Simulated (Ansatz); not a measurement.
System: YBr, net charge 0, singlet state. 
Geometry from a B3LYP-D3(BJ)/def2-TZVP (Ansatz, an electronic-structure program) optimisation:
SMILES: [Br][Y]
```xyz
2

Y      0.0000     0.0000    -1.2121
Br     0.0000     0.0000     1.3506
```

Parts of the frozen-core correlation energy in def2-QZVPPD (Ansatz, hartree). Frozen orbitals: 18; correlated occupied orbitals by spin: 5 and 5; virtual: 156 and 156. Spin-orbit coupling is left out. In def2 rows, elements after Kr have scalar-relativistic effective core potentials. The restricted reference is unstable.

```tsv
term	value
reference (HF)	-2610.40363
MP2 opposite-spin	-0.17618
MP2 same-spin	-0.05040
CCSD correlation	-0.24742
(T)	-0.01173
T1 diagnostic	0.014
largest doubles amplitude	0.121
```
